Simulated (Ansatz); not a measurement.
Basis sets compared for SnH2MeF (CH5FSn). Total charge 0; singlet. Geometry PBE-D4/def2-TZVP. Ansatz on 4 threads of Arm Neoverse V1 on a shared host; times are rough, and most runs start from earlier orbitals.

```xyz
8

Sn    0.751   -0.001    0.619
H     0.973   -1.424    1.561
H     1.026    1.445    1.511
C    -1.018    0.007   -0.594
H    -1.914   -0.044    0.038
H    -0.991   -0.861   -1.263
H    -1.041    0.928   -1.190
F     2.215   -0.050   -0.681
```

In the def2 sets Sn takes a core potential, while STO-3G treats all electrons; there is no spin–orbit coupling.

STO-3G and 6-31G are all-electron sets without relativity, so their totals don't compare with the def2 sets.

Binding counts from free atoms (Sn triplet, H doublet, C triplet, F doublet) in the same basis, without a counterpoise term.

| level | functions | energy (Eh) | HOMO (eV) | LUMO (eV) | binding per atom (eV) | wall time |
| --- | --- | --- | --- | --- | --- | --- |
| HF/STO-3G | 42 | -6101.6615 | -9.07 | 10.22 | 3.19 | 0.2 s |
| HF/def2-TZVP | 142 | -353.6447 | -11.64 | 2.06 | 2.39 | 0.6 s |
| PBE-D4/def2-SVP | 79 | -354.9860 | -7.10 | -0.93 | 3.26 | 0.55 s |
| PBE-D4/def2-TZVP (with forces) | 142 | -355.1763 | -7.35 | -1.27 | 3.28 | 1.2 s |
| r2SCAN-D4/def2-TZVP | 142 | -355.3478 | -7.67 | -0.88 | 3.26 | 2.3 s |
| PBE0-D4/def2-SVP | 79 | -355.0080 | -8.58 | -0.12 | 3.21 | 0.8 s |
| PBE0-D4/def2-TZVP | 142 | -355.1941 | -8.69 | -0.47 | 3.23 | 1.3 s |

(1) Estimate the rows for PBE-D4/def2-TZVPD, r2SCAN-D4/def2-TZVPD, PBE0-D4/def2-TZVPD.

Results:

(1) 
| level | functions | energy (Eh) | HOMO (eV) | LUMO (eV) | binding per atom (eV) | wall time |
| --- | --- | --- | --- | --- | --- | --- |
| PBE-D4/def2-TZVPD | 178 | -355.1784 | -7.40 | -1.36 | 3.28 | 1.5 s |
| r2SCAN-D4/def2-TZVPD | 178 | -355.3495 | -7.70 | -0.94 | 3.26 | 3.1 s |
| PBE0-D4/def2-TZVPD | 178 | -355.1957 | -8.72 | -0.57 | 3.23 | 1.9 s |
